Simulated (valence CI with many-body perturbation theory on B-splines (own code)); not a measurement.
**E1 transitions of Sc**

Level of theory: configuration interaction combined with many-body perturbation theory (CI+MBPT): three valence electrons over a frozen Dirac-Fock core [Ar], a basis of 7 s, 7 p, 8 d, 6 f, 4 g, 1 h functions for each j, with the one-electron correlation potential Σ1, the two-electron term Σ2, the three-electron term Σ3, Breit, model QED; selected CI, second order for the rest, scaled by the run's own slope (own B-spline code, finite nucleus).

Against 36 measured levels this calculation errs by 313 cm⁻¹ on average and by 843 at most. These come from a selection out of the NIST Handbook of Basic Atomic Spectroscopic Data. Levels without a partner in it may be off by more, other configurations by 1,000 to 4,000 cm⁻¹.

Lines 301 to 350 of 497 in falling wavelength, among levels below 5.484 eV, chosen from the strongest by gf and those to the six lowest levels. Wavelengths and rates use the calculated energies, so an error of 300 cm⁻¹ moves a line at 4840 Å by 1.5 % and its rate by three times that or more. Electric multipoles are in the length gauge, E1 and E2 with the static RPA response of the core. Weak lines are less certain than strong ones. Lines between different terms over intervals too small for the method are left out, as are lines whose strength nearly cancels and 15 of this kind that miss the measured wavelength by over 7 %. Where a level lies close to another of its J and parity, the split of strength between their lines is uncertain. The highest levels of a list are the least certain.

Names give the largest LS component (configuration and term), which can be under half, so a name can repeat, a term be missing and a line seem to break the LS rules; names also repeat where a configuration has a term twice. Letters in brackets count levels of one name in rising energy.

```
λ vac (Å)  λ from measured levels                 Upper                 Lower   A (s⁻¹)  S (a.u.) with core polarisation  S without
     4872                                3d2 4p 4P°_3/2         3d2 4s 4P_1/2  3.83e+07                         8.74e+00   9.18e+00
     4868                                3d2 4p 4P°_5/2         3d2 4s 4P_3/2  2.21e+07                         7.55e+00   7.93e+00
     4857                                 3d2 5s 2F_5/2  3d 4s 4p 2F°_5/2 [a]  3.31e+07                         1.12e+01   1.16e+01
     4855                                 3d2 5s 2F_7/2  3d 4s 4p 2F°_7/2 [a]  3.50e+07                         1.58e+01   1.64e+01
     4845                                3d2 4p 4P°_5/2         3d2 4s 2D_5/2  1.24e+07                         4.16e+00   4.37e+00
     4840                    4793  3d 4s 4p 2F°_5/2 [a]         3d 4s2 2D_5/2  1.95e+05                         6.56e-02   7.35e-02
     4827                    4781  3d 4s 4p 2F°_7/2 [a]         3d 4s2 2D_5/2  9.81e+05                         4.36e-01   5.02e-01
     4800                    4754  3d 4s 4p 2F°_5/2 [a]         3d 4s2 2D_3/2  1.18e+06                         3.87e-01   4.42e-01
     4794                            3d2 4p 4D°_7/2 [a]         3d2 4s 4F_9/2  1.00e+08                         4.36e+01   4.58e+01
     4792                            3d2 4p 4D°_5/2 [a]         3d2 4s 4F_7/2  9.17e+07                         2.99e+01   3.14e+01
     4788                            3d2 4p 4D°_3/2 [a]         3d2 4s 4F_5/2  9.01e+07                         1.95e+01   2.05e+01
     4785                            3d2 4p 4D°_1/2 [a]         3d2 4s 4F_3/2  1.13e+08                         1.23e+01   1.29e+01
     4780                            3d2 4p 4D°_3/2 [a]         3d2 4s 4F_3/2  2.31e+07                         4.98e+00   5.23e+00
     4780                            3d2 4p 4D°_5/2 [a]         3d2 4s 4F_5/2  2.02e+07                         6.54e+00   6.87e+00
     4779                            3d2 4p 4D°_7/2 [a]         3d2 4s 4F_7/2  1.20e+07                         5.15e+00   5.41e+00
     4771                            3d2 4p 4D°_5/2 [a]         3d2 4s 4F_3/2  1.14e+06                         3.65e-01   3.84e-01
     4767                           3d 4s 4d 2P_3/2 [a]  3d 4s 4p 2P°_3/2 [a]  2.76e+07                         5.90e+00   6.00e+00
     4767                            3d2 4p 4D°_7/2 [a]         3d2 4s 4F_5/2  6.20e+05                         2.65e-01   2.79e-01
     4766                                 3d 4p2 2D_5/2  3d 4s 4p 2F°_7/2 [a]  8.39e+06                         2.69e+00   2.86e+00
     4747                                 3d 4p2 2D_3/2  3d 4s 4p 2F°_5/2 [a]  9.56e+06                         2.02e+00   2.15e+00
     4735                           3d 4s 4d 2P_1/2 [a]  3d 4s 4p 2P°_1/2 [a]  2.89e+07                         3.02e+00   3.06e+00
     4727                               3d 4s 4d 4D_5/2      3d 4s 4p 4P°_5/2  1.06e+07                         3.32e+00   3.35e+00
     4725                               3d 4s 4d 4D_1/2      3d 4s 4p 4P°_1/2  3.37e+07                         3.50e+00   3.53e+00
     4723                               3d 4s 4d 4D_3/2      3d 4s 4p 4P°_3/2  2.10e+07                         4.37e+00   4.41e+00
     4720                               3d 4s 4d 4D_3/2      3d 4s 4p 4P°_1/2  1.73e+07                         3.59e+00   3.62e+00
     4717                               3d 4s 4d 4D_7/2      3d 4s 4p 4P°_5/2  4.11e+07                         1.70e+01   1.72e+01
     4716                               3d 4s 4d 4D_5/2      3d 4s 4p 4P°_3/2  2.97e+07                         9.21e+00   9.28e+00
     4711                            3d2 4p 2G°_9/2 [a]         3d2 4s 4F_9/2  8.51e+04                         4.39e-02   4.61e-02
     4617                            3d2 4p 2F°_7/2 [a]         3d2 4s 4F_9/2  9.14e+04                         3.55e-02   3.72e-02
     4610                           3d 4s 5s 2D_3/2 [b]  3d 4s 4p 2D°_3/2 [a]  9.74e+06                         1.88e+00   1.81e+00
     4607                               3d 4s 4d 4S_3/2      3d 4s 4p 4P°_5/2  5.26e+07                         1.02e+01   1.03e+01
     4597                               3d 4s 4d 4S_3/2      3d 4s 4p 4P°_3/2  3.57e+07                         6.85e+00   6.91e+00
     4594                               3d 4s 4d 4S_3/2      3d 4s 4p 4P°_1/2  1.88e+07                         3.60e+00   3.63e+00
     4581                           3d 4s 5s 2D_5/2 [b]  3d 4s 4p 2D°_5/2 [a]  8.05e+06                         2.29e+00   2.19e+00
     4576                           3d 4s 4d 2G_9/2 [b]  3d 4s 4p 2F°_7/2 [a]  8.11e+07                         3.84e+01   3.85e+01
     4560                           3d 4s 4d 2G_7/2 [b]  3d 4s 4p 2F°_5/2 [a]  7.75e+07                         2.90e+01   2.91e+01
     4533                            3d2 4p 2D°_5/2 [b]         3d2 4s 2F_7/2  1.18e+07                         3.26e+00   3.24e+00
     4529                            3d2 4p 2D°_3/2 [b]         3d2 4s 2F_5/2  1.23e+07                         2.25e+00   2.24e+00
     4511                            3d2 4p 2D°_5/2 [a]         3d2 4s 4F_7/2  8.41e+04                         2.29e-02   2.40e-02
     4466                           3d 4s 4d 2F_7/2 [b]  3d 4s 4p 2F°_7/2 [a]  7.86e+06                         2.76e+00   2.69e+00
     4465                           3d 4s 4d 2F_5/2 [b]  3d 4s 4p 2F°_5/2 [a]  9.06e+06                         2.39e+00   2.33e+00
     4402                           3d 4s 4d 2F_5/2 [a]  3d 4s 4p 2D°_3/2 [a]  1.08e+07                         2.72e+00   2.73e+00
     4371                           3d 4s 4d 2F_7/2 [a]  3d 4s 4p 2D°_5/2 [a]  1.34e+07                         4.43e+00   4.46e+00
     4361                               3d 4s 4d 4P_3/2      3d 4s 4p 4P°_5/2  2.22e+07                         3.63e+00   3.56e+00
     4357                               3d 4s 4d 4P_1/2      3d 4s 4p 4P°_3/2  3.40e+07                         2.78e+00   2.72e+00
     4356                               3d 4s 4d 4P_5/2      3d 4s 4p 4P°_5/2  3.01e+07                         7.37e+00   7.22e+00
     4349                               3d 4s 4d 4P_3/2      3d 4s 4p 4P°_1/2  1.45e+07                         2.36e+00   2.31e+00
     4346                               3d 4s 4d 4P_5/2      3d 4s 4p 4P°_3/2  1.14e+07                         2.76e+00   2.70e+00
     4325                          3d 4s 5p 4D°_5/2 [a]         3d2 4s 2D_5/2  7.50e+06                         1.80e+00   1.91e+00
     4324                            3d2 4p 2D°_3/2 [c]         3d2 4s 2D_3/2  1.29e+07                         2.06e+00   2.18e+00
```
